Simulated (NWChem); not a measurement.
Program: NWChem. System: C₅H₆, charge 0, spin multiplicity 1, displaced from the optimised geometry.

Job file:

```
start mol
memory heap 200 mb stack 900 mb global 1100 mb
geometry units angstroms nocenter noautoz
  C     -0.746434     0.000000    -1.010447
  C     -1.198986     0.000000     0.290676
  C      0.000000     0.000000     1.233901
  C      1.198986     0.000000     0.290676
  C      0.746434     0.000000    -1.010447
  H     -1.380561     0.000000    -1.925782
  H     -2.260084     0.000000     0.625694
  H      0.000000    -0.898489     1.917008
  H      0.000000     0.898489     1.917008
  H      2.260084     0.000000     0.625694
  H      1.380561     0.000000    -1.925782
  symmetry group C2v
end
basis spherical
  * library def2-svp
end
dft
  xc becke88 lyp
  semidirect memsize 60000000 filesize 0
  iterations 100
  convergence nodiis damp 40
end
task dft gradient
```

The output up to the point where the run's verdict is printed (cleaned and shortened):

```
             Northwest Computational Chemistry Package (NWChem) 7.3.0
             --------------------------------------------------------

                                NWChem Input Module
                                -------------------

 Scaling coordinates for geometry "geometry" by  1.889725989
 (inverse scale =  0.529177249)

 Turning off AUTOSYM since
 SYMMETRY directive was detected!

                             Geometry "geometry" -> ""
                             -------------------------

 Output coordinates in angstroms (scale by  1.889725989 to convert to a.u.)

  No.       Tag          Charge          X              Y              Z
 ---- ---------------- ---------- -------------- -------------- --------------
    1 C                    6.0000    -0.74643400     0.00000000    -1.01044700
    2 C                    6.0000    -1.19898600     0.00000000     0.29067600
    3 C                    6.0000     0.00000000     0.00000000     1.23390100
    4 C                    6.0000     1.19898600     0.00000000     0.29067600
    5 C                    6.0000     0.74643400     0.00000000    -1.01044700
    6 H                    1.0000    -1.38056100     0.00000000    -1.92578200
    7 H                    1.0000    -2.26008400     0.00000000     0.62569400
    8 H                    1.0000     0.00000000    -0.89848900     1.91700800
    9 H                    1.0000     0.00000000     0.89848900     1.91700800
   10 H                    1.0000     2.26008400     0.00000000     0.62569400
   11 H                    1.0000     1.38056100     0.00000000    -1.92578200

 Effective nuclear repulsion energy (a.u.)     153.5945839189

            Nuclear Dipole moment (a.u.)
            ----------------------------
        X                 Y               Z
 ---------------- ---------------- ----------------
     0.0000000000     0.0000000000    -0.0000113384

      Symmetry information
      --------------------

 Group name             C2v
 Group number             16
 Group order               4
 No. of unique centers     6

      Symmetry unique atoms
[...]
 d= 0,ls=0.0         52   -143.7679530089 -1.31D+01  2.86D-01              15.0
 d= 0,ls=0.0         53   -130.6407817909  1.31D+01  2.86D-01              15.2
 d= 0,ls=0.0         54   -143.7679530089 -1.31D+01  2.86D-01              15.6
 d= 0,ls=0.0         55   -130.6407817909  1.31D+01  2.86D-01              15.8
 d= 0,ls=0.0         56   -143.7679530089 -1.31D+01  2.86D-01              16.1
 d= 0,ls=0.0         57   -130.6407817909  1.31D+01  2.86D-01              16.4
 d= 0,ls=0.0         58   -143.7679530089 -1.31D+01  2.86D-01              16.6
 d= 0,ls=0.0         59   -130.6407817909  1.31D+01  2.86D-01              16.9
 d= 0,ls=0.0         60   -143.7679530089 -1.31D+01  2.86D-01              17.2
 d= 0,ls=0.0         61   -130.6407817909  1.31D+01  2.86D-01              17.5
 d= 0,ls=0.0         62   -143.7679530089 -1.31D+01  2.86D-01              17.7
 d= 0,ls=0.0         63   -130.6407817909  1.31D+01  2.86D-01              18.0
 d= 0,ls=0.0         64   -143.7679530089 -1.31D+01  2.86D-01              18.3
 d= 0,ls=0.0         65   -130.6407817909  1.31D+01  2.86D-01              18.6
 d= 0,ls=0.0         66   -143.7679530089 -1.31D+01  2.86D-01              18.8
 d= 0,ls=0.0         67   -130.6407817909  1.31D+01  2.86D-01              19.1
 d= 0,ls=0.0         68   -143.7679530089 -1.31D+01  2.86D-01              19.4
 d= 0,ls=0.0         69   -130.6407817909  1.31D+01  2.86D-01              19.6
 d= 0,ls=0.0         70   -143.7679530089 -1.31D+01  2.86D-01              19.9
 d= 0,ls=0.0         71   -130.6407817909  1.31D+01  2.86D-01              20.2
 d= 0,ls=0.0         72   -143.7679530089 -1.31D+01  2.86D-01              20.5
 d= 0,ls=0.0         73   -130.6407817909  1.31D+01  2.86D-01              20.7
 d= 0,ls=0.0         74   -143.7679530089 -1.31D+01  2.86D-01              21.0
 d= 0,ls=0.0         75   -130.6407817909  1.31D+01  2.86D-01              21.3
 d= 0,ls=0.0         76   -143.7679530089 -1.31D+01  2.86D-01              21.6
 d= 0,ls=0.0         77   -130.6407817909  1.31D+01  2.86D-01              21.8
 d= 0,ls=0.0         78   -143.7679530089 -1.31D+01  2.86D-01              22.1
 d= 0,ls=0.0         79   -130.6407817909  1.31D+01  2.86D-01              22.4
 d= 0,ls=0.0         80   -143.7679530089 -1.31D+01  2.86D-01              22.7
 d= 0,ls=0.0         81   -130.6407817909  1.31D+01  2.86D-01              22.9
 d= 0,ls=0.0         82   -143.7679530089 -1.31D+01  2.86D-01              23.2
 d= 0,ls=0.0         83   -130.6407817909  1.31D+01  2.86D-01              23.5
 d= 0,ls=0.0         84   -143.7679530089 -1.31D+01  2.86D-01              23.7
 d= 0,ls=0.0         85   -130.6407817909  1.31D+01  2.86D-01              24.0
 d= 0,ls=0.0         86   -143.7679530089 -1.31D+01  2.86D-01              24.3
 d= 0,ls=0.0         87   -130.6407817909  1.31D+01  2.86D-01              24.6
 d= 0,ls=0.0         88   -143.7679530089 -1.31D+01  2.86D-01              24.8
 d= 0,ls=0.0         89   -130.6407817909  1.31D+01  2.86D-01              25.1
 d= 0,ls=0.0         90   -143.7679530089 -1.31D+01  2.86D-01              25.4
 d= 0,ls=0.0         91   -130.6407817909  1.31D+01  2.86D-01              25.7
 d= 0,ls=0.0         92   -143.7679530089 -1.31D+01  2.86D-01              26.0
 d= 0,ls=0.0         93   -130.6407817909  1.31D+01  2.86D-01              26.3
 d= 0,ls=0.0         94   -143.7679530089 -1.31D+01  2.86D-01              26.5
 d= 0,ls=0.0         95   -130.6407817909  1.31D+01  2.86D-01              26.8
 d= 0,ls=0.0         96   -143.7679530089 -1.31D+01  2.86D-01              27.1
 d= 0,ls=0.0         97   -130.6407817909  1.31D+01  2.86D-01              27.3
 d= 0,ls=0.0         98   -143.7679530089 -1.31D+01  2.86D-01              27.6
 d= 0,ls=0.0         99   -130.6407817909  1.31D+01  2.86D-01              27.9
 d= 0,ls=0.0        100   -143.7679530089 -1.31D+01  2.86D-01              28.2
```

The run did not converge; its last values are not results. The next line reads: Calculation failed to converge. NWChem stopped with the message: dft gradient failed.
